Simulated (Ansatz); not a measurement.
`F[CH2][Zn][F]` + `CCS` → `C[CH](S)[Zn][F]` + `CF`  (formal exchange of groups at a Zn–C bond)

Gas-phase electronic energies from Ansatz, PBE0-D4/def2-TZVP geometries. CCSD(T)/CBS adds triple-zeta CCSD(T) − MP2 to the extrapolated MP2 energy (def2 sets, frozen cores). This one scheme is used for every species. For Zn outer-core shells are correlated without core-valence functions, which leaves a few kJ/mol of doubt a bond. Scalar relativity is left out up to krypton. Each species was taken in one conformer, which may not be the lowest.

```tsv
level	ΔE (eV)
HF/def2-QZVPP	0.02
MP2/CBS(def2)	-0.12
```

Q: What does CCSD(T)/CBS give? (Estimate.)

A: The calculation gave: -0.08 eV. The listed levels differ from it by 0.10, -0.04 eV.

Largest T1 diagnostic among the species: 0.016.

The D4 term adds −0.05 eV with B3LYP and −0.03 eV with PBE0; it sums over pairs of atoms, weighted by their polarisabilities, and B3LYP, whose exchange is more repulsive, gets the larger term. In def2-TZVPP, CCSD(T) changes the Hartree–Fock value by −0.09 eV (the triples alone add −0.02 eV) and MP2 by −0.14 eV.

B3LYP here is the variant with VWN-RPA as its local correlation; programs differ in this.
